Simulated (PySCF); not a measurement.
**Polarisability and C₆ of Be²⁺ (beryllium, charge +2)**

1s2, closed-shell 1S. Calculation: PySCF 2.14, in aug-cc-pCVTZ; the non-relativistic Hamiltonian (point nucleus). Coupled (time-dependent) response in atomic units; α is the mean over directions.

```
method  mean α (bohr³)  C₆ (like pair)     S(−4)
   UHF         0.04809        0.009864  0.001740
   PBE         0.05178         0.01084  0.002108
  PBE0         0.05072         0.01056  0.001997
 HSE06         0.05068         0.01054  0.001994
```

S(−4) is the Cauchy moment in α(ω) = α(0) + S(−4) ω² + …

α(iu) at PBE:

| u (hartree) | α(iu) (bohr³) |
| --- | --- |
| 0 | 0.05178 |
| 0.0500 | 0.05178 |
| 0.100 | 0.05176 |
| 0.200 | 0.05170 |
| 0.300 | 0.05159 |
| 0.500 | 0.05126 |
| 0.750 | 0.05063 |
| 1.00 | 0.04977 |
| 1.50 | 0.04750 |
| 2.00 | 0.04470 |
| 3.00 | 0.03848 |
| 5.00 | 0.02733 |

A single London oscillator, α(iu) = α/(1 + u²/ω²), gives C₆ = (3/4) ω α². Matching the computed C₆ needs ω = 4 × 0.01084 / (3 × 0.05178²) = 5.39 hartree.

For an ion, C₆ is the dispersion term alone; charge-induced terms of lower order in 1/R come first.
